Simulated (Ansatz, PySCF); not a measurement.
N,N-disilylpropan-2-amine (C3H13NSi2), SMILES N([SiH3])([SiH3])C(C)C. Atoms are numbered in the order given.

```xyz
19

C      1.6220     1.1723     0.9943
C      1.1463    -0.1268     0.3415
C      1.9617    -0.4744    -0.9077
N     -0.3106    -0.1003     0.0476
Si    -1.0449     1.2806    -0.7415
Si    -1.1854    -1.5355     0.5288
H      2.6824     1.0971     1.2806
H      1.0314     1.3986     1.8946
H      1.5298     2.0257     0.3012
H      1.3134    -0.9333     1.0804
H      1.8570     0.3097    -1.6743
H      3.0322    -0.5726    -0.6658
H      1.6170    -1.4240    -1.3440
H     -2.4025     0.8687    -1.1899
H     -0.2440     1.7186    -1.9237
H     -1.1829     2.4697     0.1537
H     -2.6142    -1.3836     0.1427
H     -1.0879    -1.7507     2.0058
H     -0.6216    -2.7588    -0.1225
```

Geometry: B3LYP-D3(BJ)/def2-SVP. Other conformers were not sampled.

Two levels are set side by side: PBE-D3(BJ)/def2-SVP (Ansatz, an electronic-structure program) and B3LYP-D3(BJ)/def2-SVP (Ansatz). Each level has its own optimised geometry; the coordinates shown are those of the second. Frequencies come from the Hessian of PySCF at each geometry. Differences are taken from unrounded values.

| quantity | B3LYP-D3(BJ) | PBE-D3(BJ) | PBE-D3(BJ) minus B3LYP-D3(BJ) |
|---|---|---|---|
| mean bond length (Å) | 1.373 | 1.382 | 0.009 |
| bond C1–C2 (Å) | 1.530 | 1.532 | 0.002 |
| bond C2–C3 (Å) | 1.532 | 1.534 | 0.003 |
| bond C2–N4 (Å) | 1.486 | 1.488 | 0.002 |
| bond N4–Si5 (Å) | 1.752 | 1.761 | 0.010 |
| bond N4–Si6 (Å) | 1.748 | 1.758 | 0.009 |
| bond C1–H7 (Å) | 1.101 | 1.108 | 0.007 |
| bond C1–H8 (Å) | 1.100 | 1.108 | 0.008 |
| bond C1–H9 (Å) | 1.103 | 1.111 | 0.008 |
| bond C2–H10 (Å) | 1.107 | 1.116 | 0.009 |
| bond C3–H11 (Å) | 1.102 | 1.110 | 0.008 |
| bond C3–H12 (Å) | 1.102 | 1.109 | 0.007 |
| bond C3–H13 (Å) | 1.100 | 1.108 | 0.008 |
| bond Si5–H14 (Å) | 1.488 | 1.501 | 0.013 |
| bond Si5–H15 (Å) | 1.494 | 1.508 | 0.014 |
| bond Si5–H16 (Å) | 1.495 | 1.509 | 0.014 |
| bond Si6–H17 (Å) | 1.488 | 1.501 | 0.013 |
| highest harmonic wavenumber (cm⁻¹) | 3127 | 3075 | -52 |
| mean harmonic wavenumber (cm⁻¹) | 1300 | 1261 | -39 |
| zero-point energy (kcal/mol) | 94.79 | 91.95 | -2.83 |

Exact exchange shortens and stiffens bonds; PBE has none. Differences between two approximate levels are no errors against the true value.
